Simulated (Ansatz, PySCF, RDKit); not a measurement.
Pair of molecules: NH3 (SMILES N) (first 4 atoms) with CH4S (SMILES CS); geometry from B3LYP-D3(BJ)/def2-TZVP.
(charge 0, multiplicity 1):
```xyz
10

N     -0.17451     0.03283     0.74719
H     -0.14680     0.95387     0.32494
H      0.65866    -0.46351     0.45285
H     -0.97521    -0.45672     0.36445
C      0.62421    -0.96656     4.68572
S     -0.50745     0.40298     4.27746
H      1.62775    -0.77481     4.30980
H      0.66454    -1.02990     5.77185
H      0.25562    -1.91311     4.29422
H     -0.40372     0.29368     2.93320
```

Counterpoise-corrected where a basis set is named; no monomer relaxation. Rows marked so take none. RDKit's UFF carries no charges.

Rows in 6-31G* carry no dispersion term and start afresh at each structure (6-31G* with six Cartesian d functions).

The values were computed with Ansatz (a program for electronic structure) with Gaussian orbitals; PySCF for 6-31G* rows; RDKit for the force fields. 

### Question
Give the interaction energy at the level UFF.

### Answer
16 kJ/mol
